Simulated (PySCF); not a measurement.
**V²⁺ (vanadium, charge +2): UHF calculation**

Configuration: [Ar] 3d3, high-spin 4F determinant. Computed with PySCF 2.14 in aug-cc-pVDZ (7s6p4d2f, 59 functions), with no relativity, point nucleus.

* Total energy: -942.183686 hartree
* One-electron energy: -1280.7246 hartree
* Hartree (Coulomb) energy: 382.5101 hartree
* Exchange energy: -43.9691 hartree
* Kinetic energy: 942.11726 hartree
* ⟨S²⟩: 3.7523
* ⟨L²⟩: 12.032
* Sum of ⟨r⟩: 14.27 bohr
* Sum of ⟨r²⟩: 16.42 bohr²
* Density at the nucleus (Gaussians lack the cusp): 8110 bohr⁻³
* Spin density at the nucleus: -0.0905 bohr⁻³
* Langevin diamagnetic susceptibility: -13.0 ×10⁻⁶ cm³/mol
* Time after the integrals: 0.46 s of wall time on 1 thread of Neoverse-N1 (shared host)

```tsv
shell	electrons	mean orbital energy (eV)	rms radius, mean of both spins (bohr)
1s α	1	-5499.9	0.0776
1s β	1	-5499.9	0.0776
2s α	1	-666.94	0.335
2s β	1	-665.19	0.335
2p α	3	-562.22	0.304
2p β	3	-560.47	0.304
3s α	1	-105.82	1.03
3s β	1	-99.961	1.03
3p α	3	-75.006	1.11
3p β	3	-67.811	1.11
3d α	3	-30.546	1.43
```
